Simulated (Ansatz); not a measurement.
Consider the redistribution: `C[SiH](F)Br` + `BB[O][AlH2]` → `BBO[SiH](C)F` + `[AlH2][Br]`.

Gas-phase electronic energies from Ansatz, PBE0-D4/def2-TZVP geometries. CCSD(T)/CBS is the MP2 limit (def2-TZVPP, def2-QZVPP) plus CCSD(T) − MP2 in def2-TZVPP, frozen cores. Functionals use def2-TZVPP. B3LYP here is the variant with VWN-RPA as its local correlation; programs differ in this. For Br outer-core shells are correlated without core-valence functions, which leaves a few kJ/mol of doubt a bond. Scalar relativity is left out up to krypton. One conformer a species, not always the lowest.

`C[SiH](F)Br`:

```xyz
8

C     0.520   -0.556   -0.680
Si   -0.289    0.523    0.577
F    -0.527    1.974   -0.040
Br   -2.264   -0.300    1.139
H     1.484   -0.132   -0.976
H     0.690   -1.554   -0.270
H    -0.108   -0.649   -1.569
H     0.493    0.694    1.820
```

`BB[O][AlH2]`:

Cartesian coordinates in Å:
```
B 1.933 -0.663 0.131
B 0.275 -0.848 0.278
O -0.646 0.088 -0.001
Al -1.852 1.215 -0.326
H 2.522 -0.966 -0.870
H 2.617 -0.301 1.048
H -0.121 -1.930 0.673
H -2.434 1.246 -1.791
H -2.294 2.160 0.857
```

`BBO[SiH](C)F`:

```xyz
13

B     0.279   -1.682   -2.536
B    -0.259   -0.429   -1.573
O     0.291   -0.114   -0.369
Si   -0.039    1.092    0.701
C     0.054    0.424    2.415
F     1.085    2.207    0.510
H     1.093   -1.514   -3.400
H    -0.184   -2.786   -2.460
H    -1.199    0.238   -1.962
H    -1.338    1.714    0.355
H    -0.709   -0.343    2.570
H     1.033   -0.024    2.601
H    -0.107    1.218    3.149
```

`[AlH2][Br]`:

Z-matrix (Å, degrees):
```
Al
Br 1 2.256
H 1 1.576 2 117.6
H 1 1.576 2 117.6 3 180.0
```

| level | ΔE (eV) |
| --- | --- |
| LDA (SPW92) | -0.28 |
| r2SCANh-D4 | -0.34 |
| B3LYP | -0.32 |
| CCSD(T)/def2-TZVPP | -0.38 |

(1) What does CCSD(T)/CBS give? (Estimate.)

Largest T1 diagnostic among the species: 0.014.

Answers

(1) The calculation gave: -0.36 eV. The listed levels differ from it by 0.08, 0.02, 0.04, -0.02 eV.

In def2-TZVPP, CCSD(T) changes the Hartree–Fock value by +0.10 eV (the triples alone add +0.01 eV) and MP2 by +0.13 eV. From PBE to PBE0 (25 % exact exchange), in def2-TZVPP and without D4, ΔE moves by −0.06 eV. Leaving LDA and LC-ωPBE aside and taking each functional with its dispersion term where it has one, the values, not all of them listed here, spread over 0.12 eV, from BHLYP-D4 to BLYP-D4.
